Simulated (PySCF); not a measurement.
**Static response to an electric field**

Compound: C7H10NO (charge +1).
Cartesian coordinates in Å at the PBE0-D3(BJ)/def2-SVP level; atoms count from 1:
```xyz
19
C7H10NO angstrom
C      2.675    0.376   -0.496
O      1.501   -0.428   -0.390
C      0.355    0.106   -0.062
C      0.112    1.457    0.214
C     -1.169    1.857    0.554
C     -2.206    0.918    0.618
C     -1.918   -0.396    0.336
N     -0.666   -0.790    0.002
C     -0.382   -2.198   -0.293
H      2.555    1.128   -1.290
H      2.899    0.858    0.467
H      3.482   -0.314   -0.759
H      0.928    2.175    0.159
H     -1.366    2.909    0.772
H     -3.224    1.202    0.884
H     -2.672   -1.184    0.364
H      0.044   -2.285   -1.300
H     -1.318   -2.762   -0.231
H      0.342   -2.589    0.434
```

Level: wB97X-D/def2-SVPD (PySCF), static field, nuclei fixed, core orbitals frozen in the response. The polarisability tensor in these axes (au):

```
x   107.76  -1.28 -11.34
y    -1.28  96.75   7.21
z   -11.34   7.21  58.63
```

Problem. Diagonalise the tensor; give its mean and Δα, where Δα² is half the sum of the squared differences of the eigenvalues.

Solution. Principal values 55.04, 97.26 and 110.85 au; mean 87.72 au = 13.00 Å³ = 14.46 × 10⁻⁴⁰ C²·m²/J; Δα = 50.41 au (57 % of the mean).

Problem. Directions of the eigenvectors, and the extent of the frame along each?

Solution. Largest value along (0.95, -0.21, -0.23), where the nuclei span 7.07 Å; middle along (0.24, 0.97, 0.11), 5.57 Å; least along (0.20, -0.16, 0.97), 1.81 Å. The response follows the extents in order.

Problem. Give the eigenvalues of the traceless quadrupole moment Θ = ½Σq(3rr − r²1), origin at the centre of nuclear charge.

Solution. -21.99, 5.52, 16.47 D·Å. The values depend on the origin, since the species is charged. The electronic extent ⟨r²⟩ about the same centre is 1159 bohr², a root-mean-square distance of 2.22 Å for the 66 electrons.

Problem. Form Σ f/ω² (atomic units) for the 6 lowest TDDFT singlets, given as eV and f, and set it beside the mean polarisability, which is this sum over all singlets: 4.97, 0.1400; 6.21, 0.0227; 7.06, 0.6622; 7.19, 0.0013; 7.47, 0.1892; 7.89, 0.0003.

Solution. They add up to 17.00 au, 19.4 % of the 87.72 au; the largest single term is 9.83 au, from the state at 7.06 eV. Terms in order: 4.20, 0.44, 9.83, 0.02, 2.51, 0.00 au. Higher excitations give the rest. The strengths listed sum to 1.016.

The structure is a single PBE0-D3(BJ)/def2-SVP conformer in the gas phase; no vibrational or solvent corrections.
